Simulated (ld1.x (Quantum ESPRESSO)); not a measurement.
## tantalum (Ta): one change to a TM potential, before and after

| Item | Value |
| --- | --- |
| Element | tantalum |
| Generator | ld1.x (Quantum ESPRESSO) 7.5 |
| Type | norm-conserving Troullier–Martins (Kleinman–Bylander form) |
| Functional | BLYP |
| Relativity | scalar-relativistic |
| Frozen core | [Xe] 4f14 |
| Valence charge | 5 |
| Reference configuration | 5d3 6s1.5 6p0.5 |
| Partial waves | 6s (bound): rc 3.00 bohr; 6p (bound): rc 2.85 bohr; 5d (bound): rc 1.55 bohr |
| Local potential | all-electron potential smoothed inside 1.35 bohr (lloc = -2) |
| Core correction | Bessel-smoothed model core inside 1.00 bohr |

Change: all radii but the core radius scaled by about 1.28 (s 3.84, p 3.64, d 1.98 bohr); local potential all-electron potential smoothed inside 1.72 bohr (lloc = -2).

Cutoffs: the cutoffs (Ry, on a coarse ladder) from which the occupation-weighted sum of valence levels, in a spherical-Bessel basis at the reference potential, stays within 10 and 1 mRy of its value at 400 Ry; they do not see the model core or the augmentation charge, which bear on the density cutoff. Errors are all-electron minus pseudo energies relative to the spin-unpolarised reference configuration.

Task: Predict the effect on cutoff, ghosts and configuration errors.

Result: The potential gets harder (25 Ry and 35 Ry → 30 Ry and 35 Ry); the bound ghosts move from p, s to s; of the 7 tests that both files solve, the error grows in 4 and shrinks in 2 by more than 15 % and 0.3 meV (median size 29.4 → 30.1 meV).

| quantity | base | changed |
| --- | --- | --- |
| cutoff, loose | 25 Ry | 30 Ry |
| cutoff, tight | 35 Ry | 35 Ry |
| loose cutoff by channel (10 mRy a level) | s 6 Ry, p 12 Ry, d 21 Ry | s 6 Ry, p 6 Ry, d 21 Ry |
| bound ghosts | s, p | s |
| error for 5d3 6s2 6p0, meV [ΔE -2.05 eV] | +0.1 | -2.0 |
| error for 5d3 6s1 6p0, meV [ΔE 6.35 eV] | -5.7 | -6.0 |
| error for 5d3 6s0 6p0, meV [ΔE 21.40 eV] | -29 | -53 |
| error for 5d2 6s0 6p0, meV [ΔE 44.99 eV] | -146 | -294 |
| error for 5d3.5 6s1.5 6p0, meV [ΔE -1.05 eV] | -12 | -16 |
| error for 5d4 6s1 6p0, meV [ΔE 0.07 eV] | -41 | -30 |
| error for 5d2 6s2 6p1, meV [ΔE 0.93 eV] | -70 | -35 |

Base: These tests converged, but a pseudo level misses the all-electron one widely, so the file describes the atom poorly there or has found another state: 5d2 6s0 6p0: empty 6p by 4.9 eV. Changed file: These tests converged, but a pseudo level misses the all-electron one widely, so the file describes the atom poorly there or has found another state: 5d2 6s0 6p0: empty 6p by 4.0 eV (a node warning on the way). A true bound ghost makes a file unfit for plane-wave use even where its test errors are small: the radial tests pick states by their node count and pass the ghost by.
